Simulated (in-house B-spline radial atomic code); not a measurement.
Configurations of Mo, with energies counted from [Kr] 4d5 5s1. Method: scalar-relativistic (X2C) TPSSh, spin-polarised, spherical fractional occupations, exact exchange averaged over the configuration, Fermi nucleus of rms radius 4.4091 fm. Calculated with a B-spline radial code for spherical atoms. Shells without spins written out take the highest spin.

Occupations are held fixed; configurations that lie above the ionisation limit could autoionise.

```tsv
configuration	E - E(ref) (eV)	highest orbital	its <r> (bohr)
[Kr] 4d5 6s1	4.8106	6s up	9.196
[Kr] 4d5 5d1	5.5812	5d up	10.63
[Ar] 3d9 4s2 4p6 4d5 5s1 6s1	231.83	6s up	8.717
[Ar] 3d9 4s2 4p6 4d5 5s1 5d1	232.68	5d up	10.12
[Ar] 3d9 4s2 4p6 4d5 5s1 5f1	233.67	5f up	29.05
```

**Question.** Order these further configurations by energy, lowest first.
A. [Kr] 4d5 6p1
B. [Ar] 3d10 4s2 4p5 4d5 5s1 6f1
C. [Kr] 4d5 4f1
D. [Ar] 3d10 4s2 4p5 4d6 5s1
E. [Ar] 3d9 4s2 4p6 4d5 5s1 6p1

**Answer.** A (5.4442 eV), C (6.2228 eV), D (35.329 eV), B (40.707 eV), E (232.49 eV).

**Question.** How far above the reference does [Ar] 3d10 4s2 4p5 4d5 5s1 5p1 lie?

**Answer.** 36.502 eV; its least bound orbital is 5p up with <r> = 4.32 bohr.
